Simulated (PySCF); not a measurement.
Worked example: chemical shift, span and skew from a shielding tensor

Al(F)(Cl)(vinyl) (C2H3AlClF), SMILES C=[CH][Al]([F])[Cl]. Atoms are numbered in the order given.

```xyz
8

Al     0.5188    -0.1589     0.0000
F      1.9592    -1.0115     0.0000
Cl    -1.2670    -1.2783     0.0000
C      0.4521     1.7713     0.0000
C     -0.7363     2.4167     0.0000
H      1.3740     2.3826     0.0000
H     -0.8112     3.5198     0.0000
H     -1.6969     1.8708     0.0000
```

Geometry: PBE-D3(BJ)/def2-SVP. The structure was generated by enumeration; whether it is a known compound was not checked. The values are those of a single conformer.

GIAO shieldings from PBE/pcSseg-1 (PySCF), non-relativistic, no solvent. The symmetric part of the tensor of C5 has the principal values -113.7, 12.5, 155.7 ppm. The same nucleus in TMS has σ = 182.0 ppm at this level (PySCF, at its B3LYP-D3(BJ)/def2-TZVP geometry). Without spin–orbit terms, shifts of atoms bonded to Cl or Br come out too high.

Task: Work out the isotropic shielding, the ¹³C shift against TMS, the span and the skew.

Result: 
σ(iso) = (σ11 + σ22 + σ33)/3 = 18.2 ppm. δ = σ(ref) − σ(iso) = 182.0 − (18.2) = 163.8 ppm.
Span Ω = σ33 − σ11 = 269.4 ppm. Skew κ = 3(σ(iso) − σ22)/Ω = 0.06. Tumbling in solution averages the tensor to δ; in a static solid the shielding alone would spread this spin-1/2 line over Ω.
